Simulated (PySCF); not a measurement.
**Mayer bond orders and bond lengths**

C4H7PSi.
Atom-mapped SMILES: `[CH2:1]=[CH:2][P:3]=[C:4]=[CH:5][SiH3:6]` (hydrogens: H7, H8 on C1; H9 on C2; H10 on C5; H11, H12, H13 on Si6)

Geometry (GFN2-xTB, Å), atoms numbered from 1 in this order:
```
atom  x, y, z in Å
C1     3.2279   -0.1696    0.9102
C2     2.0261   -0.1853    0.3482
P3     0.7634   -1.4132    0.8055
C4    -0.4237   -0.9158   -0.2217
C5    -1.4445   -0.5310   -0.9176
Si6   -2.7114    0.7480   -0.3254
H7     3.5115   -0.8877    1.6626
H8     3.9742    0.5606    0.6411
H9     1.7493    0.5402   -0.4058
H10   -1.6036   -0.9206   -1.9175
H11   -2.6297    1.9029   -1.2254
H12   -4.0369    0.1318   -0.4198
H13   -2.4071    1.1402    1.0478
```

Bond orders from the PBE0/pcSseg-1 density (PySCF). The structure is a single GFN2-xTB conformer in the gas phase; no vibrational or solvent corrections.

(1) How far do the computed orders between heavy atoms stray from the drawn ones?

(2) Set the Mayer orders of the bonds between heavy atoms beside their lengths.

Answers

(1) The largest departure is 0.244, at P3–C4 (drawn double, 1.756). Drawn single, order below 0.88: C5–Si6 (0.841).

(2) 
```
  bond  drawn as  length (Å)  Mayer order
 C1–C2    double       1.327        1.915
 C2–P3    single       1.820        0.939
 P3–C4    double       1.647        1.756
 C4–C5    double       1.294        1.953
C5–Si6    single       1.895        0.841
```

Bonds between the same two heavy elements. C–C: lowest C1–C2 (1.915, 1.327 Å), highest C4–C5 (1.953, 1.294 Å). C–P: lowest C2–P3 (0.939, 1.820 Å), highest P3–C4 (1.756, 1.647 Å).

Task: And the bonds to hydrogen?

Result: C–H: 0.89 to 0.95 (4 bonds); H–Si: 0.94 to 0.95 (3 bonds).

Task: Sum the orders of all bonds at each heavy atom with more than one neighbour and set the sums beside the valence in the SMILES.

Result: C1 3.819 (drawn 4), C2 3.796 (drawn 4), P3 2.695 (drawn 3), C4 3.709 (drawn 4), C5 3.686 (drawn 4), Si6 3.666 (drawn 4). Orders between atoms that aren't bonded are not in these sums.

For a closed shell the Mayer order of atoms A and B is Σ (PS)μν (PS)νμ over the basis functions μ on A and ν on B, with P the density and S the overlap matrix.
